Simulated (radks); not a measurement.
Spherical quantum dot in the effective-mass picture: electrons in a well V = -V0 / (1 + exp((r - R)/a)) with V0 = 5.87, R = 4.52, a = 0.3, all in effective atomic units (hartree* = m*/eps^2 hartree, bohr* = eps/m* bohr), one dielectric constant everywhere. Calculated with a radial shooting solver with Libxc functionals: non-relativistic Kohn-Sham, exchange-only LDA, spin-polarised, spherical densities. Levels are named by radial order and angular momentum (1s, 1p, 1d, 2s, ...), and open shells are averaged over m.

N = 13, configuration 1s2 1p6 1d(up 5, down 0). This is the lowest configuration that the search found. Occupied and some empty levels:

| level | occupation | eigenvalue (hartree*) | <r> (bohr*) |
|---|---|---|---|
| 1s up | 1 | -1.8922 | 2.900 |
| 1s down | 1 | -1.8070 | 2.858 |
| 1p up | 3 | -1.7465 | 3.073 |
| 1p down | 3 | -1.6554 | 3.058 |
| 1d up | 5 | -1.5087 | 3.219 |
| 1d down | 0 | -1.4146 | 3.215 |
| 1f up | 0 | -1.1945 | 3.344 |
| 1f down | 0 | -1.0995 | 3.346 |
| 2s up | 0 | -1.0808 | 2.206 |
| 2s down | 0 | -1.0375 | 2.203 |
| 2p up | 0 | -0.68841 | 2.587 |
| 2p down | 0 | -0.63178 | 2.577 |

Energy (hartree*): total -45.1735, kinetic 6.3064, external -72.875, Hartree 24.890, exchange-correlation -3.4955.
